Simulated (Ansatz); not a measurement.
Z-matrix (Å, degrees):
```
C
Si 1 1.869
H 1 1.093 2 110.8
H 1 1.092 2 110.8 3 -120.0
H 1 1.093 2 110.8 3 120.0
C 2 1.879 1 111.3 3 -60.0
H 2 1.490 1 110.0 3 179.1
H 2 1.490 1 110.0 3 60.8
Si 6 1.854 2 114.7 1 179.8
H 6 1.096 2 108.8 1 -58.5
H 6 1.096 2 108.9 1 58.1
Cl 9 2.064 6 110.4 2 179.9
H 9 1.483 6 111.2 2 61.3
H 9 1.483 6 111.2 2 -61.5
```

Total charge 0; spin multiplicity 1.

Question: List the PBE0/def2-TZVPP orbital energies in eV (the Gaussian-basis code of Ansatz). (An estimate is asked.)

Answer: Ansatz gave: Occupied: -2767.13, -1803.38, -1802.47, -278.10, -277.95, -258.99, -197.27, -197.14, -197.14, -145.62, -144.80, -100.34, -100.25, -100.25, -99.46, -99.46, -99.44, -22.92, -20.27, -19.53, -14.70, -14.24, -12.41, -11.68, -11.61, -11.08, -10.31, -10.30, -9.52, -9.33, -9.20, -8.73, -8.48. Lowest empty: 0.07, 0.54, 1.12, 1.74, 1.84, 1.85, 2.10, 2.18.
